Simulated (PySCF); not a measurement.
## Radial density of Ne⁺ (neon, charge +1)

M06-L, [He] 2s2 2p5, 2P determinant. All numbers are calculated (PySCF 2.14, scalar relativity by spin-free X2C-1e, in Sapporo-DZP-2012).

| r (bohr) | 4πr²ρ (e/bohr) | 4πr²(ρα − ρβ) |
| --- | --- | --- |
| 0.00301 | 0.06613 | 0.0000 |
| 0.00507 | 0.1824 | 0.0001 |
| 0.00853 | 0.4851 | 0.0002 |
| 0.0143 | 1.215 | 0.0006 |
| 0.0241 | 2.836 | 0.0015 |
| 0.0406 | 5.772 | 0.0040 |
| 0.0683 | 9.477 | 0.0138 |
| 0.115 | 10.84 | 0.0607 |
| 0.193 | 7.513 | 0.2449 |
| 0.325 | 5.041 | 0.6695 |
| 0.546 | 7.401 | 1.1351 |
| 0.919 | 5.889 | 0.8032 |
| 1.55 | 1.434 | 0.1618 |
| 2.60 | 0.1127 | 0.0142 |
| 4.37 | 1.898e-05 | 0.0000 |

Densities and radii are taken from the X2C orbitals without a picture-change correction, which distorts them close to the nucleus.
